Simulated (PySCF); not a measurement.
Several structures and their simulated spectra, in scrambled order.

A. `C=C(/C=C1/CC=N1)CF`
B. `Cc1cc(N)cc(F)c1`
C. SMILES Cc1pccc(F)p1
D. `CCc1[nH]ncc1C`

Spectrum 1. 13C{1H} NMR (computed): δ 222.3 (C), 210.9 (C), 166.7 (CH), 126.6 (CH), 31.3 (CH3).

Spectrum 2. 13C{1H} NMR (computed): δ 144.5 (C), 144.5 (CH), 116.6 (C), 22.6 (CH2), 18.3 (CH3), 10.3 (CH3).

Spectrum 3. 13C{1H} NMR (computed): δ 191.8 (CH), 155.8 (C), 151.7 (C), 120.4 (CH), 120.3 (CH2), 88.8 (CH2), 45.1 (CH2).

Spectrum 4. 13C{1H} NMR (computed): δ 174.7 (C), 153.6 (C), 146.9 (C), 112.4 (CH), 109.2 (CH), 101.0 (CH), 24.1 (CH3).

Calculated, not measured (PySCF): NMR shieldings at PBE0/pcSseg-1/GIAO, coordinates at the GFN2-xTB level. Averaged over atoms made equivalent by symmetry, fast rotation or ring inversion, one conformer, relativity neglected, in vacuum.

References, each an isolated molecule treated in the same way: 13C against TMS. Splittings of carbon signals by F and P are missing where no couplings were computed. Shifts are as computed. Against solution values, carbons near 30 ppm lie about +3 ppm off and those near 130 ppm about +5 ppm. Of 1211 compounds with measured shifts, 218 miss one by over three times the rms of a fit or turn the order of signals round; such compounds aren't used in these exercises.

Match each spectrum to its structure.

Results:

1–C, 2–D, 3–A, 4–B.

- Spectrum 1 (C): 5 13C signals; δC 210.9 is an aromatic carbon bearing fluorine; δC 126.6 is an aromatic CH.
- Spectrum 2 (D): 6 13C signals; δC 144.5 is an aromatic CH next to a ring nitrogen; δC 22.6 is an sp3 CH2 on an aromatic ring.
- Spectrum 3 (A): 7 13C signals; δC 155.8 is a fully substituted alkene carbon; δC 151.7 is a fully substituted alkene carbon.
- Spectrum 4 (B): 7 13C signals; δC 174.7 is an aromatic carbon bearing fluorine; δC 153.6 is an aromatic carbon bearing nitrogen.
